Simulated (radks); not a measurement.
Question: These are the eigenvalues of the occupied orbitals of an atom or ion with whole-number occupations (eV). Method: scalar-relativistic Kohn-Sham, PBE, spin-unpolarised, spherical densities, finite nucleus; Fermi nuclear charge, rms radius of each element as measured or else 0.836 A^(1/3) + 0.57 fm; computed with a radial shooting solver on a logarithmic mesh with Libxc functionals.

1s: -4397.255
2s: -474.3276
2p: -388.2599
3s: -55.0389
3p: -33.6246
4s: -4.1831
3d: -3.2334

Which element is it, and in what charge state? The configuration may be excited.

Answer: Z = 21, scandium, charge 0: Sc in [Ar] 3d1 4s2. The list shows which subshells hold electrons but not how many an open one holds; the 1s level, -161.6 hartree, gives Z - s = 18.0 by -(Z - s)^2/2, which with screening and relativity narrows Z to a few neighbours, and the depths of the outer levels then fix element, charge and occupations together.
